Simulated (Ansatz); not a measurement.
`NB(F)[SiH3]` + `[OH][GeH3]` → `[SiH3][O][GeH3]` + `NBF` at 600 K and 1 bar (cleavage of the Si–B bond).

Isolated molecules relaxed with PBE0-D4/def2-TZVP in Ansatz; ΔE leaves out vibrations. CBS: MP2 limit from def2 TZ/QZ plus the TZ coupled-cluster correction, frozen cores. This one scheme is used for every species. For Ge outer-core shells are correlated without core-valence functions, which leaves a few kJ/mol of doubt a bond. Scalar relativity is left out up to krypton. One conformer a species, not always the lowest.

| species | CCSD(T)/CBS energy (Eh) | H − E (kJ/mol) | S (J/(mol·K)) |
| --- | --- | --- | --- |
| `NB(F)[SiH3]` | -471.46894 | 208.2 | 399.6 |
| `[OH][GeH3]` | -2153.69723 | 132.5 | 324.6 |
| `[SiH3][O][GeH3]` | -2444.01593 | 192.8 | 424.7 |
| `NBF` | -181.19761 | 145.2 | 305.2 |

H − E and S are ideal-gas, rigid-rotor, harmonic terms from PBE0-D4/def2-TZVP, for one conformer and one mirror image of each species. 1 Eh = 2625.50 kJ/mol, R = 8.31446 J/(mol·K).

Question: By hand: ΔE, ΔH, ΔS and ΔG.

Answer: ΔE = (-2444.01593) + (-181.19761) − (-471.46894) − (-2153.69723) = -0.04737 Eh = -124.4 kJ/mol. Δ(H − E) = 192.8 + 145.2 − 208.2 − 132.5 = -2.7, so ΔH = -127.1 kJ/mol. ΔS = 424.7 + 305.2 − 399.6 − 324.6 = 5.7 J/(mol·K). ΔG = -127.1 − 600 × (5.7)/1000 = -130.5 kJ/mol.

Question: By hand: the equilibrium constant, and the temperature at which ΔG would vanish if ΔH and ΔS stayed fixed.

Answer: log₁₀ K = −ΔG/(RT ln 10) = 11.4. ΔH and −TΔS have one sign here, so there is no such temperature. One of them is within its doubt of zero, so this could turn.

The number of gas molecules stays the same, so ΔS is small and ΔH decides. A doubt of 5 kJ/mol in ΔE shifts log₁₀ K by 0.4 here. Other conformers and mirror images would add mixing entropy, several J/(mol·K) or more a flexible species. Modes under 60 cm⁻¹, often nearly free rotors, make the harmonic entropy too high. These are equilibria of isolated gas molecules and say nothing of rates. Largest T1 diagnostic: 0.013 (customary marks: 0.02 for closed shells, 0.045 for open ones).
